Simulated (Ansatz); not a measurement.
Energy profile

The step: AlH₂Cl ([AlH2][Cl]) + HBr → AlH₂Br ([AlH2][Br]) + HCl (still joined by a long Al–Cl bond); bonds formed: Cl2–H5; dative contacts that become bonds: Al1–Br6; bonds broken: H5–Br6; bonds weakened to dative contacts: Al1–Cl2 (atoms numbered as in the saddle structure below).

```xyz
6
angstrom
Al -0.6015 -0.2806 -0.3393
Cl 1.2741 0.8159 -1.0340
H -0.5230 -1.8040 -0.7237
H -1.8532 0.6694 -0.4112
H 1.2399 0.5927 0.5870
Br 0.4637 0.0067 1.9212
```

Electronic energies by CCSD(T) at an estimated basis limit (MP2 extrapolated from triple and quadruple zeta, plus CCSD(T) − MP2 in triple zeta), on PBE0-D4/def2-TZVP structures; AlH3BrCl, singlet; no counterpoise correction. Ansatz 0.2.0; basis: def2-TZVPP and def2-QZVPP; cores frozen in the correlated methods. Filled d shells of the heavier atoms are correlated. The def2 sets are not built for correlating such inner shells, so the correlated values are less sure here. Extrapolation: Hartree–Fock as exp(−7.88 √X), correlation as X^−2.97.

(1) Give the profile in kJ/mol, counted from the separated reactants. (To be estimated.)

The T1 diagnostic stays at or below 0.009.

Answers

(1) Computed:
| point | kJ/mol |
| --- | --- |
| separated: AlH2Cl (linked as [AlH2][Cl]; Al1, Cl2, H3, H4; singlet) + HBr (H5, Br6; singlet) | 0.0 |
| start structure | -32.8 |
| saddle | -5.9 |
| end structure | -33.5 |
| separated: AlH2Br (linked as [AlH2][Br]; Al1, H3, H4, Br6; singlet) + HCl (Cl2, H5; singlet) | -0.8 |
The saddle lies below the separated reactants: the barrier is submerged.

For scale, one of the runs: CCSD(T)/def2-TZVPP, 174 basis functions (an equivalent command: `ansatz run in.yaml --threads 2`). Time: 33 s of wall clock on 2 CPU threads; the host was shared. Peak host memory: 1.5 GiB.
